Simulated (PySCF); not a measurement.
Zn(Br)(OMe) (CH3BrOZn), SMILES C[O][Zn][Br]. Atoms are numbered in the order given.

```xyz
7

Zn     0.1365     0.4655     0.0000
Br    -0.0878    -1.7604     0.0000
O      0.5059     2.2113     0.0000
C     -0.4725     3.2216     0.0000
H     -1.1372     3.2080     0.8992
H      0.0402     4.2110     0.0000
H     -1.1372     3.2080    -0.8992
```
Charge 0, spin multiplicity 1.

The structure is a stationary point at PBE-D3(BJ)/def2-SVP. The structure was generated by enumeration; whether it is a known compound was not checked. One conformer was computed; it need not be the lowest.

Level of theory: PySCF with PBE0/pcSseg-1.

GIAO shieldings, no solvent; atoms alike by connectivity are averaged. δ = σ(ref) − σ: ¹⁷O against H2O (σ = 334.2 ppm); ¹³C against TMS (σ = 186.3 ppm); ¹H against TMS (σ = 31.56 ppm), references at their B3LYP-D3(BJ)/def2-TZVP geometries, non-relativistic (without spin–orbit terms, shifts of atoms bonded to Cl or Br come out too high).

Problem. Estimate the chemical shifts. (The exact figures need the calculation; the answer reports its results.)

Solution. 
```json
[
 {"nucleus": "¹⁷O", "atoms": "O3", "count": "1", "δ (ppm)": "27.2"},
 {"nucleus": "¹³C", "atoms": "C4", "count": "1", "δ (ppm)": "63.0"},
 {"nucleus": "¹H", "atoms": "H5, H6, H7", "count": "3", "δ (ppm)": "4.63"}
]
```
